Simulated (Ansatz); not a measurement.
```yaml
crystal:
  periodic: [false, false, false]
  atoms:
    - {symbol: Al, position_ang: [0.508383, -2.003389, -0.513364]}
    - {symbol: Al, position_ang: [1.845420, 0.088555, 0.157429]}
    - {symbol: Al, position_ang: [-1.797070, -0.500499, -0.996055]}
    - {symbol: Al, position_ang: [-0.821782, -0.871081, 1.337034]}
    - {symbol: Al, position_ang: [-0.617952, 1.725689, -0.114258]}
    - {symbol: Al, position_ang: [0.535726, 1.343965, 2.135770]}
    - {symbol: Al, position_ang: [0.477022, 0.428359, -2.139777]}
basis:
  gaussian: {orbitals: cc-pVTZ}
magnetization: {spin_polarized: true, initial_magnetization: 1}
hamiltonian: {xc: {name: r2SCAN}, dispersion: rvv10}
scf: {omitted_lower_state_checks: [starts]}
```

```sh
$ ansatz run in.yaml --threads 4 --pin off --events-out ev --progress --plain --max-ram 4787MiB
```

It prints (some lines left out):

```
Functional definition: r2SCAN+rVV10
1911 factors; their error is unknown
mean field evaluation 1: about -46163.1600 eV, gradient 3.2e1 eV
mean field evaluation 2: about -46128.4007 eV, gradient 6.3e1 eV
mean field evaluation 4: about -46168.5505 eV, gradient 1.8e1 eV
mean field evaluation 8: about -46171.9118 eV, gradient 2.4e-1 eV
mean field evaluation 16: about -46171.8720 eV, gradient 1.3e-2 eV
mean field evaluation 32: about -46171.8720 eV, gradient 7.1e-5 eV
mean field -46171.87199335 eV, -1696.7849993366 hartree, gradient 2.5e-5 eV, S^2 0.773779; 0 other end points of the search recorded, 0 dependent functions left out
reference -46171.87201317 eV, -1696.7850000649 hartree; 46, 45 occupied and 192, 193 virtual orbitals, 1911 factors
Total energy: -46171.87201317 eV, -1696.7850000649 hartree
Checks for a lower state left out: starts
```

It took 37 s on 4 threads of Intel Xeon 6975P-C on a shared host, peak host memory 1.3 GiB.
